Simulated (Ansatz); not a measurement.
Computed with Ansatz on PBE0-D4/def2-TZVP structures; ΔE is electronic, products minus reactants. CCSD(T)/CBS adds triple-zeta CCSD(T) − MP2 to the extrapolated MP2 energy (def2 sets, frozen cores). This one scheme is used for every species, atoms too. Functionals use def2-TZVPP. No spin–orbit coupling; open shells (•) take unrestricted orbitals. Spin–orbit coupling would lower the free atoms: a little for Al, B, C, O. One conformer a species, not always the lowest.

`B[CH2][AlH][OH]` → Al• + B• + C• + 6 H• + O•  (atomization)

```tsv
level	ΔE (eV)	difference from CCSD(T)/CBS
BLYP-D4	36.72	-0.19
r2SCAN-D4	37.11	0.20
r2SCANh-D4	36.91	0.00
r2SCAN0-D4	36.63	-0.28
BHLYP-D4	36.10	-0.81
CAM-B3LYP-D4	37.11	0.20
ωB97M-V	37.05	0.14
r2SCANh	36.87	-0.04
MP2/def2-SVP	35.44	-1.47
CCSD/def2-SVP	34.72	-2.19
CCSD(T)/def2-SVP	34.99	-1.92
HF/def2-TZVPP	27.99	-8.92
MP2/def2-TZVPP	36.60	-0.31
SCS-MP2/def2-TZVPP	36.47	-0.44
HF/CBS(def2)	28.06	-8.85
MP2/CBS(def2)	37.47	0.56
CCSD(T)/CBS	36.91	0
```

Largest T1 diagnostic among the species: 0.018.

At CCSD(T), def2-SVP lies −1.92 eV from the extrapolated value and def2-TZVPP −0.87 eV: correlation converges slowly with the basis, and small sets miss more of it in the bonded molecule than in its fragments. Leaving LDA and LC-ωPBE aside and taking each functional with its dispersion term where it has one, the values, not all of them listed here, spread over 1.08 eV, from BHLYP-D4 to PBE-D4. LDA lies +4.38 eV from PBE without D4, its usual overbinding.

For atomizations the MP2-based limit and the directly extrapolated one differ by several kJ/mol either way, and by 10 to 25 for some Ge, Se and Sn compounds, so smaller differences from it don't rank the levels.
